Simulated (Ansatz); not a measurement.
[GaF4]- (GaF4⁻). The state is a singlet with charge -1. Geometry PBE0-D4/def2-SVPD; atoms count from 1.

```tsv
atom	x (Å)	y (Å)	z (Å)
Ga1	0.000	0.000	0.000
F2	-0.385	1.467	-0.962
F3	1.743	0.009	0.432
F4	-0.370	-1.466	-0.969
F5	-0.989	-0.009	1.499
```

(1) Estimate the Mulliken populations from the PBE0/def2-TZVPD orbitals of Ansatz.

(2) And the Mayer bond orders between bonded heavy atoms (over 0.3)?

Answers

(1) 
```tsv
atom	charge (e)
Ga1	0.83
F2	-0.46
F3	-0.46
F4	-0.46
F5	-0.46
```
Mulliken values and Mayer orders depend strongly on the basis. With diffuse functions, as here, like atoms can get unlike values, and bond orders can come out too low or too high.

(2) Ga1–F2 0.78 (1.80 Å); Ga1–F3 0.78 (1.80 Å); Ga1–F4 0.78 (1.80 Å); Ga1–F5 0.78 (1.80 Å).
